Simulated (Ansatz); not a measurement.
One change: `B[SiH](Cl)[SnH3]` becomes `C[SiH](Cl)[SnH3]`.

Ansatz, PBE0-D4/def2-TZVP geometries, multiplicity 1. 

Elements past krypton have def2 core potentials.

```tsv
property	`B[SiH](Cl)[SnH3]`
HOMO–LUMO gap (ωB97M-V/def2-TZVPP) / eV	9.06
ideal-gas entropy at 298 K and 1 bar (rigid rotor, harmonic PBE0-D4/def2-TZVP) / J/(mol·K)	389
HOMO energy (B3LYP/def2-TZVPP) / eV	-7.12
size of the dipole moment (PBE/def2-TZVPP) / D	0.90
size of the dipole moment (ωB97M-V/def2-TZVPP) / D	1.06
HOMO energy (PBE0/def2-TZVPP) / eV	-7.33
```

(1) Give the same properties after the change, and the shifts. (An estimate is asked.)

## Answers

(1) The calculation gave: 
```csv
property,`C[SiH](Cl)[SnH3]`,shift
HOMO–LUMO gap (ωB97M-V/def2-TZVPP) / eV,11.03,1.97
"ideal-gas entropy at 298 K and 1 bar (rigid rotor, harmonic PBE0-D4/def2-TZVP) / J/(mol·K)",388,-1
HOMO energy (B3LYP/def2-TZVPP) / eV,-7.46,-0.34
size of the dipole moment (PBE/def2-TZVPP) / D,1.69,0.79
size of the dipole moment (ωB97M-V/def2-TZVPP) / D,1.72,0.66
HOMO energy (PBE0/def2-TZVPP) / eV,-7.65,-0.32
```

With PBE0 the HOMO falls by 0.32 eV and the LUMO rises by 1.66 eV, so the gap widens by about 1.98 eV. PBE moves the HOMO by -0.15 eV and ωB97M-V by -0.44 eV. The zero-point energy changes by 42.4 kJ/mol with +3 modes. Dipoles are sizes alone; their direction can turn. Modes under 60 cm⁻¹, often nearly free rotors, make the harmonic entropy too high.

B3LYP here is the variant with VWN-RPA as its local correlation; programs differ in this.
